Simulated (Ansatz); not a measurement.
Start from `C[Se]BCF` and change one atom or group to get `FCBCl`.

Ansatz, PBE0-D4/def2-TZVP geometries, multiplicity 1. Each molecule was computed in one conformer, which needn't be the lowest.

Scalar relativity is left out up to krypton.

```json
{"property": "HOMO–LUMO gap (PBE0/def2-TZVPP) / eV", "`C[Se]BCF`": "6.21"}
{"property": "LUMO energy (PBE/def2-TZVPP) / eV", "`C[Se]BCF`": "-2.06"}
{"property": "HOMO energy (PBE0/def2-TZVPP) / eV", "`C[Se]BCF`": "-7.38"}
{"property": "size of the dipole moment (ωB97M-V/def2-TZVPP) / D", "`C[Se]BCF`": "2.42"}
{"property": "HOMO energy (B3LYP/def2-TZVPP) / eV", "`C[Se]BCF`": "-7.16"}
{"property": "size of the dipole moment (B3LYP/def2-TZVPP) / D", "`C[Se]BCF`": "2.51"}
```

Q: Give the same properties after the change, and the shifts. (Best estimate.)

A: The calculation gave: 
| property | `FCBCl` | shift |
| --- | --- | --- |
| HOMO–LUMO gap (PBE0/def2-TZVPP) / eV | 7.11 | 0.90 |
| LUMO energy (PBE/def2-TZVPP) / eV | -2.50 | -0.44 |
| HOMO energy (PBE0/def2-TZVPP) / eV | -8.63 | -1.25 |
| size of the dipole moment (ωB97M-V/def2-TZVPP) / D | 1.96 | -0.46 |
| HOMO energy (B3LYP/def2-TZVPP) / eV | -8.41 | -1.25 |
| size of the dipole moment (B3LYP/def2-TZVPP) / D | 1.97 | -0.54 |

With PBE0 the HOMO falls by 1.25 eV and the LUMO falls by 0.35 eV, so the gap widens by about 0.90 eV. PBE moves the HOMO by -0.87 eV and ωB97M-V by -1.43 eV. Dipoles are sizes alone; their direction can turn.

B3LYP here is the variant with VWN-RPA as its local correlation; programs differ in this.

Spin–orbit coupling is left out; it splits and shifts lone-pair levels of the heavy atoms by tenths of an eV.
